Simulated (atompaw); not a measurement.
# LDA (PW92) PAW (atompaw) dataset for zirconium, scalar-relativistic all-electron reference.

| Quantity | Value |
| --- | --- |
| Element | Zr (Z = 40) |
| Generator | atompaw 4.2.0.5 |
| Type | PAW |
| Functional | LDA (PW92) |
| Relativity | scalar-relativistic |
| Frozen core | [Ar] 3d10 4s2 |
| Valence charge | 10 |
| Reference configuration | 4p6 4d2 5s1 5p1 |
| Partial waves | 5s (bound): rc 2.95 bohr; 5s channel at -0.1 Ry: rc 2.95 bohr; 4p (bound): rc 1.50 bohr; 5p (bound): rc 2.30 bohr; 4d (bound): rc 2.60 bohr; 4d channel at 0.15 Ry: rc 2.95 bohr |
| Local potential | troulliermartins scheme with l = 3 at 1 Ry, radius 1.95 bohr |
| Core correction | smooth core density matched at 2.25 bohr |
| Augmentation charge | sinc compensation charge, radius 2.30 bohr; PAW radius 2.95 bohr; waves and projectors: custom polynom gramschmidtortho |

All-electron outer shells of the reference configuration (LDA (PW92), scalar-relativistic, ld1.x):

| shell | level (eV) | outermost node (bohr) | outermost maximum (bohr) |
| --- | --- | --- | --- |
| 3d | -176.19 | – | 0.35 |
| 4s | -55.76 | 0.55 | 1.08 |
| 4p | -33.74 | 0.56 | 1.17 |
| 5s | -5.33 | 1.46 | 3.08 |
| 4d | -4.80 | 0.58 | 1.61 |
| 5p | -2.14 | 1.69 | 4.05 |

(1) Estimate the cutoffs (Ry, on a coarse ladder) from which the occupation-weighted sum of valence levels, in a spherical-Bessel basis at the reference potential, stays within 10 and 1 mRy of its value at 400 Ry.

(2) Does the potential have ghost states?

(3) Is the overlap operator S = 1 + Σ q|β⟩⟨β| positive definite (Bessel basis up to 400 Ry)?

(4) Which valence shell sets the plane-wave cutoff?

Answers

(1) 25 Ry and 40 Ry.

(2) Ghost state, extra bound levels that the all-electron valence spectrum of the same l lacks: s at -90.6 eV. A true bound ghost makes a file unfit for plane-wave use. The logarithmic derivative shows an extra or strongly shifted pseudo pole above the reference energy (d near 1.33 Ry).

(3) Yes: its lowest eigenvalue is 0.22 (s channel).

(4) 4p: its level needs 25 Ry to come within 1 mRy, against 15 Ry for 4d.
